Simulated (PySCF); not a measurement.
Vertical excitations of a molecule C3H5FOSi from TDDFT-PBE/def2-SVPD in PySCF 2.14.0, as energy in eV (oscillator strength): 5.26 (0.003), 5.74 (0.008), 5.92 (0.015), 6.10 (0.019), 6.16 (0.003), 6.34 (0.075), 6.48 (0.000), 6.68 (0.011), 6.78 (0.015), 6.96 (0.070). Lowest triplet (TDA): 4.67 eV. The structure is a stationary point at PBE-D3(BJ)/def2-SVP. Other conformers were not sampled.

Q: Which structure fits?
A. FC[Si@H]1C=CO1
B. C=C1OC[Si@H]1F
C. C#C[Si@H](O)CF
D. F/C=C1\OC[SiH2]1

A: C, C#C[Si@H](O)CF
